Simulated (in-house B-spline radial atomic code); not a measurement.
**RPA and G0W0 on LDA VWN5: Te4+**

Configuration [Kr] 4d10 5s2, mean-field start LDA VWN5. Computed with an all-electron radial atomic-structure program (B-spline basis): all electrons, non-relativistic, point nucleus, each spin shell either full or empty, empty states to l = 9 with an (l + 1/2)⁻⁴ tail; G0W0 by contour deformation at full frequency.

Without relativity these are model numbers: it shifts the levels of so heavy an element strongly and can reorder them.

Command:
```bash
python run_gw.py task.json out
```
Settings (radii: box in bohr, nucleus in fm):
```
Z                        52
electrons                48
configuration            [Kr] 4d10 5s2
hamiltonian              nr
method                   lda,vwn
lmax                     9
spin_polarised           False
box_radius               11.96
intervals                52
ion_configuration        [Kr] 4d10 5s1
```

Cost of the run: 9.3 s on 1 thread of Arm Neoverse N1, with other jobs on the host.

Energies (hartree):

```json
{"term": "mean-field total", "value": "-6605.25415"}
{"term": "Hartree-Fock functional on these orbitals", "value": "-6608.47657"}
{"term": "direct second order", "value": "-4.3577"}
{"term": "second-order exchange", "value": "1.1903"}
{"term": "SOSEX correction", "value": "1.0984"}
```

**Question.** What is the RPA correlation energy, and what remains with SOSEX?

**Answer.** RPA gives -3.7972 hartree (-2.15 eV per electron); RPA + SOSEX gives -2.6988, and the second-order doubles -3.1675 hartree (no singles). RPA lacks exchange-type terms and so overcorrelates at short range.

Quasi-particle levels (eV):

```json
{"level": "5s", "occupied": "yes", "mean field": "-51.86", "Σx - vxc": "-2.61", "Σc": "?", "QP weight": "?", "G0W0": "?"}
{"level": "5p", "occupied": "no", "mean field": "-41.65", "Σx - vxc": "6.41", "Σc": "-1.80", "QP weight": "0.948", "G0W0": "-37.04"}
```

G0W0 = mean field + (Σx - vxc) + Σc, with Σc (partial-wave tail included) taken at the quasi-particle energy. Only the outer levels were computed. Levels of low weight are left out.

**Question.** Where does G0W0 put 5s?

**Answer.** At -57.00 eV, with Σc = -2.53 eV and a quasi-particle weight of 0.952. The tabulated removal energy is 59.3 ± 0.9 eV (NIST, measured); the calculation leaves out relativity, Breit and QED terms, and what these don't explain is the method's own error.

**Question.** What does it cost to remove one electron (to [Kr] 4d10 5s1) by differences of total energies, each species on its own start (correlation terms add to the Hartree-Fock functional)?

**Answer.** LDA VWN5 57.21 eV, Hartree-Fock functional 54.23 eV, + RPA 56.94 eV, + RPA + SOSEX 56.33 eV, + second order 57.96 eV. Tabulated: 59.3 ± 0.9 eV (NIST, measured); the calculation leaves out relativity, Breit and QED terms, and what these don't explain is the method's own error.
